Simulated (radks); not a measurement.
Task: The table gives one normalised radial function P(r) = r R(r) (large component) of Sr37+ in 1s1 (r in bohr). Method: Dirac Kohn-Sham, LB94 model potential, spin-unpolarised, spherical densities, finite nucleus; Fermi nuclear charge, rms radius 4.224 fm; computed with a radial shooting solver on a logarithmic mesh with Libxc functionals.

r	P
0.001921	0.9236
0.002236	1.0561
0.002603	1.2052
0.00303	1.3723
0.0035	1.5481
0.004074	1.7528
0.004743	1.9775
0.005521	2.2218
0.006428	2.4841
0.007423	2.7468
0.008642	3.0349
0.01006	3.3278
0.01171	3.6170
0.01363	3.8909
0.01587	4.1359
0.01833	4.3263
0.02134	4.4663
0.02484	4.5252
0.02892	4.4862
0.03367	4.3361
0.0392	4.0693
0.04527	3.7125
0.0527	3.2419
0.06135	2.7032
0.07142	2.1361
0.08315	1.5856
0.0968	1.0942
0.1118	0.7122
0.1301	0.4114
0.1515	0.2120

Which n and l does it have? It may be an empty orbital.

Result: n = 1, l = 0: the number of nodes gives n - l - 1 = 0, the rise at small r points to l (this Dirac orbital starts outside the nucleus as r^gamma with gamma = sqrt((l + 1)^2 - (Z/c)^2) = 0.96; the j = 1/2 orbital of l + 1 starts with the same power, but with a smaller coefficient, and then steepens), and the extent must fit the shell. The curve is that of 1s1/2. 1s1/2: eigenvalue -19872.2 eV, 0 radial nodes, <r> = 0.0385 bohr, 90 % of the charge inside 0.0688 bohr.
